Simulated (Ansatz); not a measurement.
C2H5NOSi can be A, `OC1=NC[SiH2]1`, or B, `O[SiH2]C1=NC1`.

Gas-phase electronic energies from Ansatz, PBE0-D4/def2-TZVP geometries. CCSD(T)/CBS adds triple-zeta CCSD(T) − MP2 to the extrapolated MP2 energy (def2 sets, frozen cores). Functionals use def2-TZVPP. B3LYP here is the variant with VWN-RPA as its local correlation; programs differ in this. One conformer a species, not always the lowest.

(1) Which isomer does CCSD(T)/CBS put lower? Give the gap. (Best estimate.)

(2) Give E(B) − E(A) in kcal/mol with B2PLYP, CCSD(T)/def2-TZVPP, B3LYP-D4, B3LYP, ωB97M-V, CCSD/def2-TZVPP, MP2/def2-TZVPP. (Best estimate.)

Largest T1 diagnostic: 0.014.

Results:

(1) The calculation gave: B, by 10.5 kcal/mol.

(2) Computed: B2PLYP -10.5, CCSD(T)/def2-TZVPP -10.4, B3LYP-D4 -8.9, B3LYP -9.5, ωB97M-V -8.5, CCSD/def2-TZVPP -11.2, MP2/def2-TZVPP -12.2. None reverses the order clearly.

From PBE to PBE0 (25 % exact exchange), in def2-TZVPP and without D4, E(B) − E(A) moves by −0.8 kcal/mol. In def2-TZVPP, CCSD(T) changes the Hartree–Fock value by +2.7 kcal/mol (the triples alone add +0.8 kcal/mol) and MP2 by +0.9 kcal/mol.
